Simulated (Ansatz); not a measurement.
`[CH3][GeH]([NH2])[Cl]` + CH₃SH → `C[S][GeH]([CH3])[Cl]` + NH₃ at 600 K and 1 bar (ligand exchange at a Ge–N bond).

Program: Ansatz. Geometries: PBE0-D4/def2-TZVP. ΔE: electronic, gas phase. CCSD(T)/CBS is the MP2 limit (def2-TZVPP, def2-QZVPP) plus CCSD(T) − MP2 in def2-TZVPP, frozen cores. This one scheme is used for every species. For Ge outer-core shells are correlated without core-valence functions, which leaves a few kJ/mol of doubt a bond. Scalar relativity is left out up to krypton. One conformer a species, not always the lowest.

```tsv
species	CCSD(T)/CBS energy (Eh)	H − E (kJ/mol)	S (J/(mol·K))
`[CH3][GeH]([NH2])[Cl]`	-2632.32972	249.9	436.1
CH₃SH	-438.22835	152.3	296.8
`C[S][GeH]([CH3])[Cl]`	-3014.06069	296.6	509.4
NH₃	-56.50880	112.4	219.5
```

H − E and S are ideal-gas, rigid-rotor, harmonic terms from PBE0-D4/def2-TZVP, for one conformer and one mirror image of each species. 1 Eh = 2625.50 kJ/mol, R = 8.31446 J/(mol·K).

By hand: ΔE, ΔH, ΔS and ΔG.

ΔE = (-3014.06069) + (-56.50880) − (-2632.32972) − (-438.22835) = -0.01142 Eh = -30.0 kJ/mol. Δ(H − E) = 296.6 + 112.4 − 249.9 − 152.3 = 6.8, so ΔH = -23.2 kJ/mol. ΔS = 509.4 + 219.5 − 436.1 − 296.8 = -4.0 J/(mol·K). ΔG = -23.2 − 600 × (-4.0)/1000 = -20.8 kJ/mol.

By hand: the equilibrium constant, and the temperature at which ΔG would vanish if ΔH and ΔS stayed fixed.

log₁₀ K = −ΔG/(RT ln 10) = 1.8. ΔG = 0 at ΔH/ΔS = 5800 K, far beyond where these terms or the molecules hold.

The number of gas molecules stays the same, so ΔS is small and ΔH decides. A doubt of 5 kJ/mol in ΔE shifts log₁₀ K by 0.4 here. Other conformers and mirror images would add mixing entropy, several J/(mol·K) or more a flexible species. Modes under 60 cm⁻¹, often nearly free rotors, make the harmonic entropy too high. These are equilibria of isolated gas molecules and say nothing of rates. Largest T1 diagnostic: 0.010 (customary marks: 0.02 for closed shells, 0.045 for open ones).
